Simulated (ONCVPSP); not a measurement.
**Cutoff test, copper (Cu), ONCV**

| Item | Value |
| --- | --- |
| Element | Cu (Z = 29) |
| Generator | ONCVPSP 4.0.1 |
| Type | optimised norm-conserving Vanderbilt (ONCV) |
| Functional | PBEsol |
| Relativity | scalar-relativistic |
| Frozen core | [Ar] |
| Valence charge | 11 |
| Reference configuration | 3d10 4s1 |
| Partial waves | 4s: rc 2.30 bohr, ncon 4, nbas 7, qcut 3.7 1/bohr, 1 projector; p scattering state at 0.14 Ha: rc 2.20 bohr, ncon 3, nbas 8, qcut 4.5 1/bohr, 3 projectors, debl 1.2 Ha; 3d: rc 1.40 bohr, ncon 3, nbas 7, qcut 10.2 1/bohr, 3 projectors, debl 0.9 Ha |
| Local potential | polynomial inside 1.30 bohr (lpopt 5, dvloc0 0 Ha) |
| Core correction | none |

**Question.** For each optimised wave give the share of its norm inside rc, the residual kinetic energy above qcut (Ha) and the cutoffs (Ha) for errors of 10, 1, 0.1 and 0.01 mHa per electron.

**Answer.**

| wave | norm inside rc | residual KE | 10 mHa | 1 mHa | 0.1 mHa | 0.01 mHa |
| --- | --- | --- | --- | --- | --- | --- |
| 4s | 0.349 | 9.3e-05 | 3.1 | 5.0 | 7.2 | 19.5 |
| p projector 1 | 0.293 | 3.2e-06 | 1.5 | 4.8 | 7.5 | 9.2 |
| p projector 2 | 0.296 | 3.6e-05 | 4.9 | 6.5 | 7.8 | 56.9 |
| p projector 3 | 0.153 | 2.3e-03 | 6.6 | 18.4 | 71.8 | 108.5 |
| 3d | 0.784 | 3.6e-05 | 37.7 | 44.0 | 49.2 | 125.6 |
| d projector 2 | 0.091 | 1.8e-05 | 34.6 | 42.3 | 48.0 | 55.0 |
| d projector 3 | 0.065 | 4.4e-05 | 36.1 | 44.0 | 50.0 | 66.8 |

The occupied waves need 44 Ha and 49 Ha for 1 and 0.1 mHa. Note: ghosts flagged at negative energy: s at -12.8 eV; no localised positive-energy state flagged. A true bound ghost makes a file unfit for plane-wave use. 2 of 4 tests not solved or not reliable.
